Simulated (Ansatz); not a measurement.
Relaxation of C$_{2}$HK (4 atoms, charge 0, multiplicity 1), to a largest force component of 0.02 eV/Å in at most 50 steps.

Level of theory: Ansatz, RKS LDA/def2-SVP.

```xyz
4
Properties=species:S:1:pos:R:3:forces:R:3
C -0.757 0.450 -0.262 -9.83 6.29 -3.43
C 0.172 -0.124 0.058 10.26 -6.45 3.55
K 2.233 -1.432 0.752 0.01 -0.01 0.00
H -1.593 1.046 -0.568 -0.44 0.18 -0.13
```

Q: Where does it end, and by what steps?

A: The forces met the threshold. After 4 steps the energy has fallen by 0.597 eV; H4 moved furthest, 0.07 Å. The start is strongly strained (largest force component 10 eV/Å).

```json
{"step": "0", "energy less start (eV)": "0.0000", "largest force component (eV/Å)": "10.256", "accepted": "yes"}
{"step": "1", "energy less start (eV)": "-0.5937", "largest force component (eV/Å)": "0.383", "accepted": "yes"}
{"step": "2", "energy less start (eV)": "-0.5950", "largest force component (eV/Å)": "0.125", "accepted": "yes"}
{"step": "3", "energy less start (eV)": "-0.5969", "largest force component (eV/Å)": "0.057", "accepted": "yes"}
{"step": "4", "energy less start (eV)": "-0.5970", "largest force component (eV/Å)": "0.015", "accepted": "yes"}
```

```xyz
4
Properties=species:S:1:pos:R:3
C -0.779 0.495 -0.278
C 0.223 -0.151 0.068
K 2.269 -1.465 0.770
H -1.657 1.061 -0.580
```

Whether the end is a true minimum wasn't checked by a vibrational analysis.

Time of the run: 11 s on 1 thread of Intel(R) Xeon(R) Processor @ 2.50GHz (Skylake/Cascade Lake), with other jobs on the host, peak memory 0.12 GiB.
